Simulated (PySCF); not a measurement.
PBE on Hf⁺ (hafnium, charge +1), [Xe] 4f14 5d1 6s2, 2D determinant. All numbers are calculated (PySCF 2.14, scalar relativity by spin-free X2C-1e, in ANO-RCC-VTZP (8s7p5d3f2g1h, 104 functions)).

```
cycle= 1 E= -15077.8501117444  delta_E= -0.012  |g|= 0.708  |ddm|= 0.575
cycle= 2 E= -15077.734020596  delta_E= 0.116  |g|= 1.45  |ddm|= 0.584
cycle= 3 E= -15077.8931941608  delta_E= -0.159  |g|= 0.0176  |ddm|= 0.237
cycle= 4 E= -15077.8942137932  delta_E= -0.00102  |g|= 0.0188  |ddm|= 0.165
cycle= 5 E= -15077.8944019277  delta_E= -0.000188  |g|= 0.0071  |ddm|= 0.0319
cycle= 6 E= -15077.8944576851  delta_E= -5.58e-05  |g|= 0.00277  |ddm|= 0.0392
cycle= 7 E= -15077.8944600188  delta_E= -2.33e-06  |g|= 0.000168  |ddm|= 0.00451
cycle= 8 E= -15077.8944600324  delta_E= -1.36e-08  |g|= 3.09e-05  |ddm|= 0.00022
cycle= 9 E= -15077.8944600336  delta_E= -1.21e-09  |g|= 2.19e-06  |ddm|= 0.000185
cycle= 10 E= -15077.8944600337  delta_E= -2.55e-11  |g|= 1.44e-07  |ddm|= 2.35e-05
converged SCF energy = -15077.8944600337  <S^2> = 1.2753409  2S+1 = 2.4700939
```

Highest occupied orbital energy: -11.060 eV; ⟨L²⟩ = 7.98; populations by l: s 11.67, p 24.00, d 21.33, f 14.00.

Task: Can this result be used?

Result: Not for this state. The run converged. ⟨L²⟩ = 7.98 against 6 for a pure D term, so this real determinant mixes terms. Spin-orbit coupling, absent here, splits the open shell strongly. ⟨S²⟩ = 1.28 against 0.75 shows spin contamination. The s, p, d and f populations moved away from the nominal configuration during the SCF.
